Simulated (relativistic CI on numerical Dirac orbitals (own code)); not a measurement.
## Sensitivity of the levels of Yb44+ to α and to the nuclear radius

These numbers are calculated, not measured: Dirac-Coulomb-Breit CI, separate exchange-only KLI orbitals for each configuration, derivatives by finite differences, unscaled Slater integrals, QED left out (own radial code, finite nucleus).

Configuration list (outside the closed core [Ne]): 3s2.3p6.3d8, 3s2.3p5.3d9, 3s2.3p4.3d10, 3s.3p6.3d9, 3p6.3d10, 3s.3p5.3d10, 3s2.3p6.3d7.4s, 3s2.3p6.3d7.4p. Levels of other configurations are missing.

With x = (α/α₀)² − 1 an excitation energy changes as ω = ω₀ + qx; K = 2q/ω₀ is the relative enhancement. Terms are leading LS components, so labels can repeat. The field-shift factor is F = δν/δ⟨r²⟩ for the transition from the lowest level.

Lowest level 3s2.3p6.3d8 3F_4.

```csv
Level,ω₀ (cm⁻¹),q (cm⁻¹),F (GHz/fm²)
3s2.3p6.3d8 1D_2,67523,1510,-0.023
3s2.3p6.3d8 3P_0,210790,21920,1.11
3s2.3p6.3d8 3F_3,396380,416800,8.56
3s2.3p6.3d8 3P_2,466860,421300,8.79
3s2.3p6.3d8 3P_1,506511,424700,9.08
3s2.3p6.3d8 1G_4,511372,407400,8.98
3s2.3p6.3d8 3F_2,845825,834000,17
3s2.3p6.3d8 1S_0,1030664,832500,17.7
3s2.3p5.3d9 3F°_4,3109833,523800,26.8
3s2.3p5.3d9 1D°_2,3184341,536300,26.4
3s2.3p5.3d9 3D°_3,3303685,553900,28
3s2.3p5.3d9 1P°_1,3386562,551300,21.9
3s2.3p5.3d9 3D°_2,3628563,942900,35.4
```

At this charge energies of transitions that change n are usually good to better than 1 %, and those within a shell (Δn = 0) to a few per cent.

**Question.** Which transition from the lowest level has the largest |K|?

**Answer.** 3s2.3p6.3d8 3F_3 at 396380 cm⁻¹, K = 2.1.
